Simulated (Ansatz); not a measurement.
Mulliken charges of CH₄FGaS (`F[CH2][GaH][SH]`) from PBE/def2-TZVPP in Ansatz (PBE0-D4/def2-TZVP geometry).

```
atom   x (Å)   y (Å)   z (Å)  charge (e)
  F1  -1.154  -1.141  -0.652      -0.212
  C2  -1.079   0.181  -0.226      -0.049
 Ga3   0.764   0.625   0.379       0.222
  S4   2.217  -1.010   0.244      -0.261
  H5  -1.806   0.320   0.582       0.098
  H6  -1.389   0.824  -1.058       0.098
  H7   1.238   2.007   0.926      -0.023
  H8   1.302  -1.863  -0.251       0.128
```

Problem. By hand: the dipole of these point charges (1 e Å = 4.8032 D).

Solution. Σ q r = (-0.286, 0.463, 0.070) e Å, of length 0.549 e Å = 2.64 D.

Problem. How does the dipole of the full density compare? (Estimate.)

Solution. Computed: (-0.267, 0.298, 0.024) e Å, 1.93 D; the point charges give 1.37 times that, at 11° from its direction.

Point charges leave out the atoms' own dipoles, such as those of lone pairs, and Mulliken's split depends on the basis, so the two needn't agree.
